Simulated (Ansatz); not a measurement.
Two isomers of C3H5FOSi: A = `FC1=CO[SiH2]C1`, B = `FCOC1=C[SiH2]1`.

Calculated with Ansatz (gas phase, PBE0-D4/def2-TZVP geometries, no zero-point term in ΔE). CBS: MP2 limit from def2 TZ/QZ plus the TZ coupled-cluster correction, frozen cores. DFT in def2-TZVPP. B3LYP here is the variant with VWN-RPA as its local correlation; programs differ in this. Each species was taken in one conformer, which may not be the lowest.

(1) Which isomer does CCSD(T)/CBS put lower? Give the gap. (Estimate.)

(2) Give E(B) − E(A) in kcal/mol with B3LYP, ωB97M-V, B2PLYP, CCSD(T)/def2-TZVPP, PBE0-D4, MP2/def2-TZVPP, r2SCAN-D4. (Estimate.)

Largest T1 diagnostic: 0.013.

Answers

(1) Computed: A, by 59.0 kcal/mol.

(2) The calculation gave: B3LYP 56.5, ωB97M-V 58.2, B2PLYP 57.5, CCSD(T)/def2-TZVPP 58.2, PBE0-D4 57.4, MP2/def2-TZVPP 58.5, r2SCAN-D4 57.1. None reverses the order clearly.

From PBE to PBE0 (25 % exact exchange), in def2-TZVPP and without D4, E(B) − E(A) moves by +2.5 kcal/mol. The D4 term adds +1.1 kcal/mol with B3LYP and +0.5 kcal/mol with PBE0; it sums over pairs of atoms, weighted by their polarisabilities, and B3LYP, whose exchange is more repulsive, gets the larger term.
